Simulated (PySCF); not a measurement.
**Electron correlation in Si²⁺ (silicon, charge +2)**

[Ne] 3s1 3d1, high-spin 3D determinant (an excited configuration). All numbers are calculated (PySCF 2.14, scalar relativity by spin-free X2C-1e, in aug-cc-pVDZ-DK (5s4p2d, 27 functions)). Frozen: [Ne]; 2 electrons correlated.

With two correlated electrons CCSD is exact within the correlated space (frozen core and kept virtual orbitals).

| level | correlation energy (mhartree) |
| --- | --- |
| CCSD | -1.90 |

Diagnostics: T1 = 0.0025, D1 = 0.0045, largest double amplitude 0.027.

Question: Is a single reference adequate?

Answer: Yes: T1 lies below 0.03 and no double amplitude reaches 0.07.
